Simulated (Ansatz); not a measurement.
Question: Name a neutral molecule of B, C, N and H with HOMO–LUMO gap (PBE0/def2-TZVPP) between 5.60 and 5.90 eV and HOMO–LUMO gap (PBE/def2-TZVPP) between 3.10 and 3.40 eV (Ansatz, PBE0-D4/def2-TZVP geometry).

Answer: `NCB1C=N1` (5.82 eV, 3.12 eV); `NCC1BC1` (5.61 eV, 3.15 eV); `BCC(C)N` (5.65 eV, 3.14 eV); `NB1N=C=N1` (5.84 eV, 3.15 eV). Other molecules can fit too; these were computed, each in one conformer that needn't be the lowest.
